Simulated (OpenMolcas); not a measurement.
Multiplet structure of Te

```json
{"Program": "OpenMolcas", "Method": "SS-CASPT2, IPEA 0.25 Eh, imaginary shift 0.1 Eh (closed shells correlated: 4d)", "Basis": "ANO-RCC-VTZP [7s6p4d2f1g]", "Scalar Hamiltonian": "DKH2, point nucleus", "Active space": "6 electrons in 8 orbitals (5s 5p 6s 6p)", "State averaging": "2S+1 = 3 even, 3 roots; 2S+1 = 1 even, 6 roots; 2S+1 = 3 odd, 3 roots (0 in the spin-orbit step)", "Spin-orbit coupling": "RASSI with atomic mean-field integrals over the reference wave functions, term energies averaged over their components"}
```

With spin-orbit coupling, above the lowest level:

```json
{"Configuration": "5s2 5p4", "Term": "3P", "J": "2", "E (cm-1)": "0.0", "Measured (cm-1)": "0.0", "g": "1.472", "Term weight %": "94"}
{"Configuration": "5s2 5p4", "Term": "3P", "J": "1", "E (cm-1)": "4160", "Measured (cm-1)": "4751", "g": "1.501", "Term weight %": "100"}
{"Configuration": "5s2 5p4", "Term": "3P", "J": "0", "E (cm-1)": "4490", "Measured (cm-1)": "4706", "g": "", "Term weight %": "93"}
{"Configuration": "5s2 5p4", "Term": "1D", "J": "2", "E (cm-1)": "10940", "Measured (cm-1)": "10558", "g": "1.029", "Term weight %": "94"}
{"Configuration": "5s2 5p4", "Term": "1S", "J": "0", "E (cm-1)": "24160", "Measured (cm-1)": "23198", "g": "", "Term weight %": "93"}
```

Against the 4 measured excited levels shown (NIST Handbook of Basic Atomic Spectroscopic Data) the mean absolute deviation is 540 cm-1; the largest miss in energy is 5s2 5p4 1S0: computed 24160, measured 23198 cm-1 (+4.1 %), and the largest in proportion 5s2 5p4 3P1 (-12.5 %).

Spin-orbit coupling puts the lowest level 2398 cm-1 below the lowest spin-free term.

For 3P the intervals divided by the larger J are -338.1, -2077.9 cm-1. Landé's interval rule makes them equal in pure LS coupling; they differ by 144 % of their mean. The multiplet is inverted.

CASPT2 breaks the degeneracy within a term, and the mean is taken; among the terms shown or strongly mixed into the levels shown the widest spread is 66 cm-1 (5s2 5p4 1D). Some high roots are left out of the spin-orbit mixing, which shifts the levels that they would mix with. Active for correlation alone: 6p 6s; no level in the range computed is led by a configuration that fills them, so any true level of that kind is missing. Measured partners are found by configuration, term and J. A level has none where our copy of the source lacks it or the pairing is in doubt (some pairs that miss far off the trend of their configuration count as doubtful), and it then counts in no deviation. Only configurations of the active space appear. The first state left out of the spin-orbit step lies near 80000 cm-1 above the lowest spin-free state of the reference (among the parities and spins computed), and the list stops at four fifths of that energy or lower.

The term weight is that of the spin-free term in the level, not the purity of its configuration.
